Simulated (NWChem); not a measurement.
Molecule: CdIBr; SMILES [Br][Cd][I]

```xyz
3

Cd    -0.0425     0.3518     0.0000
Br    -0.1726     2.7618     0.0000
I      0.0970    -2.2302     0.0000
```
Atoms are numbered in this order, from 1.

All runs use the structure optimised with PBE0/def2-SVP. Not confirmed as a minimum by frequencies. def2 effective core potentials on Cd, I; no spin-orbit coupling.

**Question.** List the 4 lowest vertical singlet excitations from CAM-B3LYP/def2-SVPD with def2 effective core potentials on Cd, I, TDA (NWChem).

**Answer.** 
| state | energy (eV) | oscillator strength | leading excitation (squared amplitude) |
|---|---|---|---|
| S1 | 4.42 | 0.007 | HOMO → LUMO (0.85) |
| S2 | 4.42 | 0.007 | HOMO−1 → LUMO (0.85) |
| S3 | 5.12 | 0.026 | HOMO−2 → LUMO (0.68) |
| S4 | 5.12 | 0.026 | HOMO−3 → LUMO (0.68) |
